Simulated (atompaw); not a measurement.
# Cd (Z = 48): PAW (atompaw) pseudisation with PBE, scalar-relativistic reference atom.

- Element: cadmium
- Generator: atompaw 4.2.0.5
- Type: PAW
- Functional: PBE
- Relativity: scalar-relativistic
- Frozen core: [Kr] 4d10
- Valence charge: 2
- Reference configuration: 5s0.5 5p0 (charge +1.5)
- Partial waves: 5s (bound): rc 1.10 bohr; 5s channel at 3.55 Ry: rc 1.10 bohr; 5p (bound, empty): rc 2.90 bohr; 5p channel at 0.45 Ry: rc 2.90 bohr
- Local potential: bessel scheme, radius 2.45 bohr
- Core correction: smooth core density matched at 2.30 bohr
- Augmentation charge: besselshape compensation charge, radius 2.75 bohr; PAW radius 2.90 bohr; waves and projectors: custom polynom vanderbiltortho

All-electron outer shells of the reference configuration (PBE, scalar-relativistic, ld1.x):

```tsv
shell	level (eV)	outermost node (bohr)	outermost maximum (bohr)
5s	-17.10	1.06	2.18
5p	-10.90	1.18	2.73
```

Task: Estimate the cutoffs (Ry, on a coarse ladder) from which the occupation-weighted sum of valence levels, in a spherical-Bessel basis at the reference potential, stays within 10 and 1 mRy of its value at 400 Ry.

Result: 18 Ry and 30 Ry.

Task: Does the potential have ghost states?

Result: Ghost state, extra bound levels that the all-electron valence spectrum of the same l lacks: s at -105.2 eV. A true bound ghost makes a file unfit for plane-wave use.

Task: Is the overlap operator S = 1 + Σ q|β⟩⟨β| positive definite (Bessel basis up to 400 Ry)?

Result: Yes: its lowest eigenvalue is 0.44 (p channel).
